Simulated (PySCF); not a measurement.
PySCF 2.14 output of an unrestricted LDA calculation on a single atom or ion in aug-cc-pVQZ-PP with ECP60MDF (7s7p6d4f3g2h, 135 functions), with scalar relativity through the core potential:

```
SCF conv_tol = 1e-09
number electrons alpha = 9  beta = 4
    P. A. M. Dirac.,  Math. Proc. Cambridge Philos. Soc. 26, 376 (1930)
    F. Bloch.,  Z. Phys. 57, 545 (1929)
    S. H. Vosko, L. Wilk, and M. Nusair.,  Can. J. Phys. 58, 1200 (1980)
cycle= 1 E= -77.3041629395791  delta_E= -0.00735  |g|= 0.0263  |ddm|= 0.127
cycle= 2 E= -77.3043192057112  delta_E= -0.000156  |g|= 0.0129  |ddm|= 0.0224
cycle= 3 E= -77.3043705158183  delta_E= -5.13e-05  |g|= 0.00142  |ddm|= 0.0075
cycle= 4 E= -77.3043710809874  delta_E= -5.65e-07  |g|= 5.13e-05  |ddm|= 0.00079
cycle= 5 E= -77.3043710818599  delta_E= -8.73e-10  |g|= 4.76e-06  |ddm|= 4.48e-05
converged SCF energy = -77.3043710818599  <S^2> = 8.750313  2S+1 = 6.0001043
```

The run itself started from symmetry-adapted Hartree-Fock orbitals and held the occupation by maximum overlap, on a logarithmic radial grid, so the iterations belong to that start.

Which element, charge and spin multiplicity is this?

Re²⁺ (rhenium, charge +2), multiplicity 6; the state was [Xe] 4f14 5d4 6s1, high-spin 6D determinant (an excited configuration).

Energies and moments cover only the electrons outside the core potential. Spin-orbit coupling, absent here, splits the open shell strongly.
